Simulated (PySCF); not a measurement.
## Structure elucidation problem

Molecular formula: C7H9BN2. Simulated spectra:

¹H NMR (600 MHz, computed): δ 8.73 (d, 1H), 7.36 (m, 1H), 6.92 (d, 1H), 6.75 (m, 1H), 3.50 (br, 2H), 2.43 (s, 3H).

¹³C{¹H} NMR (computed): δ 180.2, 155.3, 138.0, 124.9, 122.3, 117.8, 2.1.

[PySCF: geometry: PBE0-D3(BJ)/def2-SVP; σ from GIAO-PBE0/pcSseg-1; relativity neglected; isolated molecule; one averaged value for each set of equivalent atoms; one conformer]

Scale: ¹H (σref 31.27) and ¹³C (σref 184.41) vs TMS (reference shieldings calculated alike).

Propose a structure and justify it.

## Answers


7 carbon signals for 7 carbons: no two carbons are equivalent. Carbon types of the structure: 2 × C, 4 × CH, 1 × CH3, leaving 2 H on heteroatoms. δC 180.2: substituted aromatic carbon next to a ring nitrogen. δC 155.3: aromatic CH next to a ring nitrogen; the adjacent pyridine-type nitrogen withdraws density from it. δC 138.0, 124.9, 122.3: aromatic CH. δC 117.8: nitrilium-type carbon. δC 2.1: methyl carbon α to a nitrile; a saturated carbon with 1 carbon neighbour and no heteroatom attached. δH 8.73: hydrogen on an aromatic CH next to a ring nitrogen; ring current plus the neighbouring ring nitrogen. δH 7.36, 6.92, 6.75: hydrogen on an aromatic CH; the ring current deshields protons in the ring plane.

Structure: `CC#[N+][BH2-]c1ccccn1`.

The data come from this structure; uniqueness wasn't tested.

Hydrogens on boron are broadened and split by ¹¹B (spin 3/2, 80 %) and 10B (spin 3). A carbon bonded to boron is broadened by the quadrupolar boron nucleus and is often missing from a measured spectrum. Shifts are as computed. Against solution values, carbons near 30 ppm lie about +2 ppm off and those near 130 ppm about +5 ppm. Of 1211 compounds with measured shifts, 218 miss one by over three times the rms of a fit or turn the order of signals round; such compounds aren't used in these exercises. No couplings were computed; multiplicities are counted from neighbouring protons, with m where these are inequivalent, close in shift, in a saturated or five-membered ring or joined by F or P, and br s for small geminal =CH2 splittings.
